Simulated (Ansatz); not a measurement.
A structure relaxed at PBE0-D4/def2-TZVP, charge 0, multiplicity 1:

Cartesian coordinates in Å:
```
C 0.115 -0.968 1.195
C -0.119 0.243 0.697
Si -0.036 0.583 -1.094
F 0.335 -0.728 -1.890
F 1.047 1.676 -1.442
F -1.407 1.117 -1.663
H 0.065 -1.168 2.261
H 0.367 -1.810 0.559
H -0.368 1.055 1.377
```

(1) Give its formula and SMILES.

(2) Point group (tolerance 0.08 Å, 0.16 Å for H)?

(3) Summarise the bond lengths by kind.

Results:

(1) C2H3F3Si, `C=C[Si](F)(F)F`.

(2) Cs.

(3) 1 × C–C 1.331 Å; 3 × C–H 1.086 to 1.088 Å; 1 × C–Si 1.825 Å; 3 × F–Si 1.578 Å.

Results of the Gaussian-basis code of Ansatz.
